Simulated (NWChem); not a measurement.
dimethyl telluride (C$_{2}$H$_{6}$Te); SMILES C[Te]C

```xyz
9

C     -1.0663     0.0000    -1.5798
Te     0.3959     0.0000     0.0000
C     -1.0663     0.0000     1.5798
H     -1.6901    -0.9008    -1.5152
H     -0.5189    -0.0040    -2.5321
H     -1.6857     0.9042    -1.5199
H     -1.6901    -0.9008     1.5152
H     -0.5189    -0.0040     2.5321
H     -1.6857     0.9042     1.5199
```
Atoms are numbered in this order, from 1.

Results from NWChem. The geometry was optimised at PBE0/def2-SVP. No frequency run checked for a minimum. def2 effective core potentials on Te; no spin-orbit coupling. Ions are spin-unrestricted doublets at the neutral geometry; other ion states weren't tried.

For level PBE0/def2-SVP:

| Item | Result |
|---|---|
| −ε(HOMO) (eV) | 5.57 |

Question: What are these values for level PBE/def2-SVP?

Answer: 
- −ε(HOMO) (eV): 4.48
